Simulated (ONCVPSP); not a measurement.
**Gd, ONCV: configuration errors across variants**

Gd (Z = 64), optimised norm-conserving Vanderbilt (ONCV), made with ONCVPSP 4.0.1 (PBEsol, scalar-relativistic). Core [Kr] 4d10, reference 4f7 5s2 5p6 5d1 6s2. Waves: 5s+6s: rc 2.40 bohr, ncon 5, nbas 10, qcut 4.3 1/bohr, 3 projectors, debl 1.7 Ha; 5p: rc 2.25 bohr, ncon 3, nbas 7, qcut 7.4 1/bohr, 2 projectors, debl 3 Ha; 5d: rc 2.60 bohr, ncon 4, nbas 8, qcut 4 1/bohr, 3 projectors, debl 1.6 Ha; 4f: rc 1.40 bohr, ncon 5, nbas 10, qcut 13.4 1/bohr, 2 projectors, debl 3.8 Ha. Local part: polynomial inside 1.15 bohr (lpopt 5, dvloc0 0 Ha). Core correction: Teter function, fcfact 5.5, rcfact 1.55.

All-electron excitation energies from the reference (eV): (1) 4f7 5s2 5p6 5d1 6s1 6.674; (2) 4f7 5s2 5p6 5d1 6s0 18.721; (3) 4f8 5s2 5p6 5d1 6s0 4.035.

A true bound ghost makes a file unfit for plane-wave use even where its test errors are small: the radial tests pick states by their node count and pass the ghost by.

Errors AE − PS in meV (a dash: test not solved or not reliable):

| change | (1) | (2) | (3) | bound ghosts | GHOST(+) flags above zero |
| --- | --- | --- | --- | --- | --- |
| base | -2.4 | -9.1 | +89 | none | s, p |
| core correction Teter function, fcfact 1.5, rcfact 1.55 | -2.3 | -8.5 | +102 | none | s, p |
| local potential polynomial inside 1.30 bohr (lpopt 5, dvloc0 0 Ha) | -2.4 | -9.1 | +89 | none | s, d |
| p: ncon 5, nbas 9 | -2.4 | -9.3 | +78 | none | s, p |
| d: nproj 2 | -2.4 | -9.1 | +89 | d | s, p |
| p: rc 2.16 | -2.4 | -9.2 | +86 | none | s, p |

(1) Give the same row for: p: qcut 6.9.

## Answers

(1) -2.4, -9.0, +100; bound ghosts: none; GHOST(+) flags above zero: s, p.
